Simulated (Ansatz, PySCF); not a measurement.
Constitutional and geometric isomers with formula H4OSi2. All species are isolated molecules in the gas phase. One relaxed conformer stands for each flexible species; it need not be the lowest. Strings in code marks are SMILES.

Quantity: vertical ionisation energy (energy after one electron is removed minus that of the parent at the parent's geometry), in eV. The restricted reference of `O[SiH]=[SiH2]` is unstable towards unrestricted orbitals.

Level 1: B3LYP-D3(BJ)/def2-TZVP // PBE0-D4/def2-TZVP (PySCF)
Level 2: PBE-D3(BJ)/def2-TZVP // PBE0-D4/def2-TZVP (PySCF)
Level 3: frozen-core MP2/cc-pVQZ // PBE0-D4/def2-TZVP (Ansatz, a program for electronic structure)
Level 4: minus the HOMO energy of PBE0-D4/def2-TZVP (PySCF)

| species | level 1 | level 2 | level 3 | level 4 |
|---|---|---|---|---|
| `O=[SiH][SiH3]` | 9.83 | 9.67 | 10.63 | 7.76 |
| `O[SiH]=[SiH2]` (H–O–Si–Si torsion 29°) | 8.00 | 7.97 | 8.00 | 6.02 |
